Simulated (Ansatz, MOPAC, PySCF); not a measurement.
Torsion H3–B1–Se2–H5 in BH3Se (SMILES B[SeH]); at each angle all else is relaxed with GFN2-xTB, and the levels are single points there.
Geometry at 180° (charge 0, multiplicity 1):
```xyz
5

B     -0.634    -0.010     0.072
Se     1.086    -0.653     0.409
H     -1.443    -0.790    -0.247
H     -0.883     1.124     0.178
H      1.759     0.578     0.761
```

On the grid 0° to 330°, 270° is the highest and 180° the lowest point at CCSD(T)/CBS(cc-pVTZ, cc-pVQZ).

Correlated levels freeze the cores. Filled d and f shells under p-block atoms count as core. CBS(a, b) extrapolates the correlation energy as X⁻³ and adds the Hartree–Fock energy of set b. Rows in 3-21G, 6-31G*, LANL2DZ, STO-3G carry no dispersion term and start afresh at each structure (6-31G* with six Cartesian d functions); the Pople sets are all-electron and without relativity. MP2/6-31G* freezes PySCF's default core, which leaves 3d correlated. LANL2DZ brings its own core potentials from Na on. The state that PM6 reach isn't checked.

Codes used: Ansatz (an electronic-structure program) with Gaussian orbitals; MOPAC for PM6 (differences of heats of formation); PySCF for 3-21G rows, 6-31G* rows, LANL2DZ rows, STO-3G rows, the dispersion terms. Each number belongs to the level named beside it.

Other levels give for the energy at 270° less that at 180°: PBE/def2-TZVPP 90.9; B3LYP/def2-TZVPP 84.4; B3LYP-D3(BJ)/def2-TZVPP 84.6; wB97M-V/def2-TZVPP 82.2; CCSD(T)/CBS(cc-pVTZ, cc-pVQZ) 81.4 kJ/mol.

Problem. What do these common cheap choices give for the same quantity: PM6, HF/STO-3G, HF/3-21G, HF/6-31G*, B3LYP/6-31G*, B3LYP/LANL2DZ, M06-2X/6-31G*, MP2/6-31G*?

Solution. PM6 -177.8; HF/STO-3G 82.0; HF/3-21G 74.9; HF/6-31G* 69.6; B3LYP/6-31G* 84.8; B3LYP/LANL2DZ 88.9; M06-2X/6-31G* 81.0; MP2/6-31G* 84.7 kJ/mol. They span -177.8 to 88.9 kJ/mol.
